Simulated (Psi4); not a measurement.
A dimer, C2H3N ··· H3B (SMILES CC#N and B); the first 6 atoms form monomer A.

```
10

C     -0.4880    -0.0140    -0.0195
C      0.9646     0.0276     0.0385
N      2.1126     0.0606     0.0844
H     -0.8128    -0.6274    -0.8602
H     -0.8885    -0.4394     0.9009
H     -0.8878     0.9925    -0.1441
B      8.0536    -0.3165     1.6079
H      7.6855     0.1418     2.6419
H      8.5101     0.3948     0.7712
H      7.9652    -1.4860     1.4108
```

Task: What interaction energy does SAPT0/jun-cc-pVDZ, frozen core (Psi4) give, and which attractive term is the largest?

Result: Total -0.20 kcal/mol: electrostatics -0.18, exchange 0.00, induction -0.01, dispersion -0.02. The most attractive term is electrostatics.
